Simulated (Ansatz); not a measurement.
Reaction (ligand exchange at the Si–F bond): `N[Si]F` + `[SiH3]N[SiH3]` → `N[Si]N([SiH3])[SiH3]` + H–F

Gas-phase electronic energies from Ansatz, PBE0-D4/def2-TZVP geometries. CBS: MP2 limit from def2 TZ/QZ plus the TZ coupled-cluster correction, frozen cores. This one scheme is used for every species. Functionals use def2-TZVPP. B3LYP here is the variant with VWN-RPA as its local correlation; programs differ in this. HSE06 is defined as in plane-wave codes. One conformer a species, not always the lowest.

(1) Is it downhill or uphill in electronic energy at CCSD(T)/CBS, and by how much? (Best estimate.)

(2) What do these levels give: LDA (SPW92), BLYP-D4, B3LYP-D4, r2SCAN0-D4, ωB97X-V, PBE-QIDH, revPBE, BLYP, HSE06, BHLYP, LC-ωPBE, HF/def2-TZVPP? (Best estimate.)

Largest T1 diagnostic among the species: 0.014.

Answers

(1) The calculation gave: Uphill: ΔE = +72.3 kJ/mol.

(2) Ansatz gave: LDA (SPW92) 69.1, BLYP-D4 77.0, B3LYP-D4 78.7, r2SCAN0-D4 77.1, ωB97X-V 83.6, PBE-QIDH 73.4, revPBE 89.0, BLYP 103.7, HSE06 80.9, BHLYP 100.4, LC-ωPBE 87.7, HF/def2-TZVPP 108.3 kJ/mol.

From BLYP to BHLYP (50 % exact exchange), in def2-TZVPP and without D4, ΔE moves by −3.3 kJ/mol. In def2-TZVPP, CCSD(T) changes the Hartree–Fock value by −36.7 kJ/mol (the triples alone add −6.7 kJ/mol) and MP2 by −41.4 kJ/mol.
